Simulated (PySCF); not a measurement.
**Ti2Se: from structure and modes to constants**

Computed with PySCF, UB3LYP, basis Se def2-SVP, Ti def2-SVP (no relativity, density fitting).

The quintet minimum has C2v symmetry. Masses (u): Se 79.91652, Ti 47.94795.

```xyz
3
charge 0 multiplicity 5, angstrom
Se    0.0000    0.0000   -1.1590
Ti    1.1809    0.0000    0.9659
Ti   -1.1809    0.0000    0.9659
```

Harmonic wavenumbers (cm⁻¹): 199.0 (b2, ×1), 259.5 (a1, ×1), 354.2 (a1, ×1).

Task: Find the principal moments of inertia and the rotational constants. What kind of rotor is it?

Result: About the centre of mass I = 133.72, 196.81, 330.53 u Å². With B = 16.8576/I this gives 0.1261, 0.08565, 0.051 cm⁻¹. The molecule is an asymmetric top with κ = -0.08.

Task: What is the harmonic zero-point energy?

Result: Half the sum of all 3 wavenumbers, 813/2 = 406 cm⁻¹, which is 4.9 kJ/mol (1 cm⁻¹ = 0.0119627 kJ/mol).

Task: Find the vibrational entropy and heat capacity at 298.15 K.

Result: With u = 1.43878 ω/T, each mode gives S = R[u/(eᵘ−1) − ln(1−e⁻ᵘ)] and C = R u² eᵘ/(eᵘ−1)².
| ω (cm⁻¹) | u | S (J/(mol K)) | C (J/(mol K)) |
| --- | --- | --- | --- |
| 199.0 | 0.960 | 8.96 | 7.70 |
| 259.5 | 1.252 | 6.97 | 7.31 |
| 354.2 | 1.709 | 4.80 | 6.56 |
The sums over all modes are S = 20.7 and C = 21.6 J/(mol K); the softest mode gives 43 % of the entropy.

Only a few start shapes were tried, so a lower isomer may exist. Other spin states or occupations of the open shell can lie lower.
